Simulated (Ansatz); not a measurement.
The cluster Al2Cu8, relaxed as a singlet with RKS PBE-D4/def2-SVP in Ansatz, starting from the GFN1-xTB geometry. Force threshold 0.03 eV/Å.

The restricted singlet is unstable towards broken spin symmetry in Hartree–Fock (as tested in another run); at PBE-D4/def2-SVP this wasn't settled. Another isomer (singlet) lies 0.31 eV lower at PBE0-D4/def2-SVP; other spin states weren't run for this one.

Start:

| atom | x (Å) | y (Å) | z (Å) |
| --- | --- | --- | --- |
| Al1 | -0.077 | -2.752 | -0.578 |
| Al2 | 2.124 | -1.942 | 0.389 |
| Cu3 | -2.273 | 1.361 | -0.555 |
| Cu4 | 0.825 | 0.125 | 1.707 |
| Cu5 | -0.116 | 1.959 | 0.339 |
| Cu6 | -1.301 | -0.446 | 0.799 |
| Cu7 | -0.442 | 0.037 | -1.524 |
| Cu8 | 2.209 | 2.017 | 1.222 |
| Cu9 | -2.646 | -0.945 | -1.171 |
| Cu10 | 1.696 | 0.585 | -0.627 |

```tsv
step	energy (eV)	largest force component (eV/Å)	SCF passes
1	-370212.7144	1.591	52
2	-370213.3463	1.140	31
3	-370213.7856	0.476	33
4	-370213.9119	0.156	34
5	-370213.9182	0.061	27
6	-370213.9206	0.069	27
7	-370213.9399	0.372	33
8	-370213.9588	0.386	34
9 (rejected)	-370213.9552	0.544	35
10	-370214.0159	0.070	29
11	-370214.0174	0.075	28
12	-370214.0203	0.010	28
```

Force components are those of the run's own axes.

End:

Cartesian coordinates in Å:
```
Al -0.1560 -2.1418 -0.9772
Al 1.7133 -1.9227 0.7675
Cu -2.3550 1.1943 -0.3890
Cu 1.0964 0.1805 1.8797
Cu -0.1372 1.8213 0.3640
Cu -0.8833 -0.4772 0.6788
Cu -0.5510 0.2736 -1.6406
Cu 2.1688 2.0723 0.9397
Cu -2.3924 -1.1651 -1.1739
Cu 1.4964 0.1647 -0.4489
```

Bonds formed: Al1–Cu10, Al2–Cu6, Cu6–Cu10 (atoms count from 1). Metal–metal contacts that move far: Al1–Cu9 3.20 to 2.45 Å.

No frequencies were taken in this run, so the end may be a saddle point.

Run time 2.4 min (6 threads of Intel Xeon on a shared host), peak host memory 0.94 GiB.
